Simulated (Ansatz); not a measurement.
One change: `C#C[SiH2]F` becomes `C#C[SiH2][GaH2]`.

Ansatz, PBE0-D4/def2-TZVP geometries, multiplicity 1. 

Scalar relativity is left out up to krypton.

| property | `C#C[SiH2]F` |
| --- | --- |
| HOMO energy (ωB97M-V/def2-TZVPP) / eV | -10.81 |
| LUMO energy (B3LYP/def2-TZVPP) / eV | -1.08 |
| HOMO energy (B3LYP/def2-TZVPP) / eV | -8.33 |
| LUMO energy (PBE/def2-TZVPP) / eV | -1.80 |
| LUMO energy (PBE0/def2-TZVPP) / eV | -0.87 |
| size of the dipole moment (PBE/def2-TZVPP) / D | 1.57 |

Problem. What does the change do to each property? (Estimate.)

Solution. The calculation gave: 
```tsv
property	`C#C[SiH2][GaH2]`	shift
HOMO energy (ωB97M-V/def2-TZVPP) / eV	-9.38	1.43
LUMO energy (B3LYP/def2-TZVPP) / eV	-2.44	-1.36
HOMO energy (B3LYP/def2-TZVPP) / eV	-7.17	1.16
LUMO energy (PBE/def2-TZVPP) / eV	-2.99	-1.19
LUMO energy (PBE0/def2-TZVPP) / eV	-2.19	-1.32
size of the dipole moment (PBE/def2-TZVPP) / D	0.35	-1.22
```

With PBE0 the HOMO rises by 1.20 eV and the LUMO falls by 1.32 eV, so the gap narrows by about 2.52 eV. PBE moves the HOMO by 1.02 eV and ωB97M-V by 1.43 eV. The zero-point energy changes by 25.8 kJ/mol with +6 modes. Dipoles are sizes alone; their direction can turn.

B3LYP here is the variant with VWN-RPA as its local correlation; programs differ in this.
